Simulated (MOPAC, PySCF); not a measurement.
H7AlSSi2, SMILES `[SiH3][Al]([SiH3])[SH]` (Si–Al–S–H torsion 1°), neutral singlet in the gas phase. 

Cartesian coordinates (Å):
```xyz
11

Si    -1.8806    -0.9020     0.6317
Al    -0.0169     0.4344    -0.2425
Si     2.3660     0.0757     0.2146
S     -0.4703     2.1229    -1.5651
H     -3.1929    -0.4546     0.0855
H     -1.9530    -0.8047     2.1173
H     -1.7170    -2.3446     0.2957
H      2.6271     0.0417     1.6817
H      2.8101    -1.2374    -0.3342
H      3.2298     1.1328    -0.3794
H     -1.8022     1.9359    -1.5425
```
Charge 0, multiplicity 1.

All levels are single points at this geometry (r2SCAN-D4/def2-TZVP); Pople sets use spherical d functions. Orbital energies aren't observables, and empty levels follow the basis.

AM1 in MOPAC gives gap (eV) = 7.84.

Problem. Estimate the gap (eV) from each of these levels: r2SCAN-D4/def2-TZVP in PySCF; B3LYP/3-21G in PySCF; B3LYP/6-311+G** in PySCF; M06-2X/6-31G* in PySCF; PBE/6-31G* in PySCF; HF/3-21G in PySCF; HF/STO-3G in PySCF; PM7 in MOPAC.

Solution. 
| level | gap (eV) |
|---|---|
| r2SCAN-D4/def2-TZVP in PySCF | 3.97 |
| B3LYP/3-21G in PySCF | 5.21 |
| B3LYP/6-311+G** in PySCF | 5.04 |
| M06-2X/6-31G* in PySCF | 7.02 |
| PBE/6-31G* in PySCF | 3.68 |
| HF/3-21G in PySCF | 10.48 |
| HF/STO-3G in PySCF | 14.46 |
| PM7 in MOPAC | 5.88 |
